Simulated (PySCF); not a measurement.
Simulated outer-valence photoelectron spectrum of diboron tetrachloride (`ClB(Cl)B(Cl)Cl`). Level of theory: EOM-IP-CCSD/aug-cc-pVDZ in PySCF, restricted Hartree–Fock reference, 22 core orbitals frozen, non-relativistic, gas phase, PBE0-D3(BJ)/def2-SVP geometry.

Each root has a Gaussian of 0.8 eV full width with its one-hole share as area; cross sections and vibrations are left out, and the highest printed point is 100.

(ionisation energy (eV), intensity): (9.6, 0), (9.7, 0), (9.8, 0), (9.9, 1), (10.0, 2), (10.1, 4), (10.2, 7), (10.3, 11), (10.4, 16), (10.5, 22), (10.6, 26), (10.7, 29), (10.8, 30), (10.9, 29), (11.0, 26), (11.1, 23), (11.2, 22), (11.3, 24), (11.4, 30), (11.5, 40), (11.6, 53), (11.7, 68), (11.8, 82), (11.9, 93), (12.0, 99), (12.1, 100), (12.2, 96), (12.3, 88), (12.4, 78), (12.5, 68), (12.6, 58), (12.7, 51), (12.8, 45), (12.9, 41), (13.0, 36), (13.1, 31), (13.2, 26), (13.3, 20), (13.4, 14), (13.5, 9), (13.6, 6), (13.7, 3), (13.8, 2), (13.9, 1), (14.0, 0), (14.1, 0)

Where are the maxima, and how many lines lie under the curve?

2 maxima, at 10.8 and 12.1 eV, from 5 lines (6 roots with degenerate partners counted). At this width some lines have no maximum of their own.

List the lines with their holes.

```
E (eV)  leading hole (HF orbital)  area  Koopmans (eV)
 10.77                       HOMO  0.96          11.79
 11.88              HOMO-1/HOMO-2  1.91          12.84
 12.16                     HOMO-3  0.95          13.04
 12.37                     HOMO-4  0.95          13.25
 12.98                     HOMO-5  0.95          14.03
```

The widest gap, 1.11 eV, lies between 10.77 and 11.88 eV. Only orbitals with −ε under 21 eV, eight at most, were ionised, so the high end of the curve may lack lines.

Hardware: an x86-64 server with one thread, shared host. Cost: 2.1 min of wall time.

Conformer computed: `[Cl:1][B:2]([Cl:3])[B:4]([Cl:5])[Cl:6]`: Cl1–B2–B4–Cl5 89°.
